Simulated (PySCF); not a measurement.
Job file and geometry (Å, from GFN2-xTB) of an NMR shielding run on `C1B(N(C)C)CCCC1`, C$_{7}$H$_{16}$BN, GIAO PBE0/pcSseg-1 NMR shielding, non-relativistic, gas phase (PySCF 2.14.0, density-fitted response routines); density fitting, a coarse starting grid and PySCF grid level 2 are the driver's defaults:

```
$ OMP_NUM_THREADS=1 python probes_run.py task.json out

{"job": {"kind": "nmr", "xc": "PBE0", "basis": "pcSseg-1"}, "charge": 0, "multiplicity": 1}
C     -2.362941    -0.365012     1.596518
N     -1.699611     0.033135     0.373242
C     -2.683345     0.453155    -0.602166
B     -0.323510     0.037580     0.174189
C      0.685337    -0.356571     1.350952
C      2.086657    -0.749614     0.871889
C      2.606097     0.205755    -0.195625
C      1.744512     0.110173    -1.448568
C      0.310309     0.582218    -1.189117
H     -2.943942     0.469775     2.001535
H     -1.642587    -0.676756     2.344145
H     -3.052250    -1.193539     1.402463
H     -3.382226    -0.362795    -0.813595
H     -3.260033     1.300968    -0.218313
H     -2.206679     0.754665    -1.527829
H      0.315613    -1.166530     1.983982
H      0.783803     0.516611     2.005387
H      2.778118    -0.770596     1.719348
H      2.053015    -1.758714     0.452418
H      2.588731     1.229014     0.186518
H      3.641341    -0.044486    -0.441852
H      2.191160     0.701825    -2.253017
H      1.726400    -0.931600    -1.779160
H      0.317975     1.676509    -1.134650
H     -0.282879     0.328977    -2.070867
```

Task: What does the program print?

Result: 
```
coarse grid: 19672 points
cycle   1  E = -355.4214022729  dE =  9.575e-01  |g| = 5.174e-01  |ddm| = 4.242e+00
cycle   2  E = -355.3983263292  dE =  2.308e-02  |g| = 6.096e-01  |ddm| = 1.140e+00
cycle   3  E = -355.4967098470  dE = -9.838e-02  |g| = 5.348e-02  |ddm| = 6.678e-01
cycle   4  E = -355.4972644901  dE = -5.546e-04  |g| = 1.993e-02  |ddm| = 6.492e-02
cycle   5  E = -355.4973448109  dE = -8.032e-05  |g| = 8.967e-03  |ddm| = 2.251e-02
cycle   6  E = -355.4973626877  dE = -1.788e-05  |g| = 2.440e-03  |ddm| = 7.723e-03
cycle   7  E = -355.4973638362  dE = -1.149e-06  |g| = 2.852e-04  |ddm| = 1.459e-03
final grid: 186608 points
cycle   8  E = -355.5483156188  dE = -6.400e-05  |g| = 1.022e-02  |ddm| = 3.851e-02
cycle   9  E = -355.5483058082  dE =  9.811e-06  |g| = 1.205e-02  |ddm| = 1.980e-02
cycle  10  E = -355.5483427515  dE = -3.694e-05  |g| = 7.421e-04  |ddm| = 1.086e-02
cycle  11  E = -355.5483428550  dE = -1.035e-07  |g| = 2.762e-04  |ddm| = 7.048e-04
cycle  12  E = -355.5483428691  dE = -1.411e-08  |g| = 7.080e-05  |ddm| = 1.904e-04
cycle  13  E = -355.5483428700  dE = -8.525e-10  |g| = 3.288e-05  |ddm| = 8.008e-05
cycle  14  E = -355.5483428702  dE = -2.591e-10  |g| = 2.452e-06  |ddm| = 2.707e-05
converged SCF energy = -355.5483428702

GIAO shielding tensors (ppm)
atom      isotropic    diamagn.    paramagn.     s11        s22        s33       span
  0 C      145.635     244.994     -99.359    124.004    129.817    183.084     59.080
  1 N      149.623     324.375    -174.752     43.372    189.643    215.853    172.480
  2 C      145.643     245.520     -99.877    124.005    129.841    183.084     59.079
  3 B       59.120     192.813    -133.692     29.766     37.117    110.478     80.712
  4 C      167.616     253.445     -85.829    156.828    167.589    178.431     21.603
  5 C      156.865     246.112     -89.247    147.377    155.637    167.582     20.205
  6 C      155.284     248.068     -92.784    151.055    155.394    159.403      8.348
  7 C      156.880     246.074     -89.194    147.497    155.571    167.574     20.077
  8 C      167.597     253.583     -85.986    156.758    167.653    178.380     21.623
  9 H       29.276      28.758       0.518     25.573     26.612     35.644     10.070
 10 H       28.069      30.843      -2.774     22.168     30.325     31.714      9.546
 11 H       29.192      28.862       0.330     25.487     26.519     35.571     10.084
 12 H       29.205      29.147       0.057     25.517     26.521     35.575     10.058
 13 H       29.272      29.058       0.214     25.557     26.612     35.648     10.090
 14 H       28.062      31.199      -3.137     22.151     30.349     31.687      9.536
 15 H       30.404      33.614      -3.210     24.383     30.788     36.041     11.657
 16 H       31.078      32.946      -1.867     26.265     30.654     36.315     10.050
 17 H       29.673      29.682      -0.009     24.164     28.386     36.468     12.305
 18 H       30.527      31.251      -0.724     26.512     29.069     35.999      9.487
 19 H       30.702      31.265      -0.563     27.477     28.763     35.866      8.388
 20 H       29.957      29.083       0.874     24.908     27.985     36.978     12.070
 21 H       29.672      29.929      -0.257     24.154     28.397     36.466     12.312
 22 H       30.530      31.385      -0.855     26.506     29.087     35.998      9.492
 23 H       31.075      33.173      -2.097     26.250     30.671     36.306     10.056
 24 H       30.406      33.917      -3.511     24.379     30.802     36.038     11.659
```

Size and cost of the density-fitted run: 233 basis functions, 53 s wall time on 1 thread of an Arm Neoverse V1, shared host; peak memory 1.1 GiB.
